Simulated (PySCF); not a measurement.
B(Me)2(NHMe) (C3H10BN), SMILES CNB(C)C. Atoms are numbered in the order given.

```xyz
15

B      0.0777    -0.0007     0.5058
C     -0.0715    -0.7509     1.8947
H     -0.5582    -1.7392     1.8363
H     -0.6492    -0.1307     2.6039
H      0.9203    -0.8893     2.3621
C      0.7529     1.4381     0.4324
H      1.6253     1.4468    -0.2450
H      1.0976     1.7918     1.4163
H      0.0494     2.1945     0.0402
N     -0.3982    -0.6268    -0.6585
C     -0.3753    -0.1423    -2.0226
H     -0.8233    -1.5442    -0.5621
H      0.0950     0.8490    -2.0635
H     -1.3920    -0.0460    -2.4452
H      0.1981    -0.8109    -2.6902
```

Geometry optimised at B3LYP-D3(BJ)/def2-SVP. Other conformers were not sampled.

Method: PBE/pcSseg-1 (PySCF).

GIAO shieldings, no solvent; atoms listed in one row are averaged. δ = σ(ref) − σ: ¹¹B against BF3 (σ = 83.9 ppm); ¹³C against TMS (σ = 182.0 ppm); ¹H against TMS (σ = 31.49 ppm); ¹⁵N against NH3 (σ = 267.0 ppm), references at their B3LYP-D3(BJ)/def2-TZVP geometries, non-relativistic.

Computed chemical shifts:
| nucleus | atoms | count | δ (ppm) |
|---|---|---|---|
| ¹¹B | B1 | 1 | 31.5 |
| ¹³C | C11 | 1 | 35.5 |
| ¹³C | C2 | 1 | 11.7 |
| ¹³C | C6 | 1 | 2.6 |
| ¹H | H12 | 1 | 4.04 |
| ¹H | H13, H14, H15 | 3 | 3.11 |
| ¹H | H3, H4, H5, H7, H8, H9 | 6 | 0.60 |
| ¹⁵N | N10 | 1 | 129.7 |
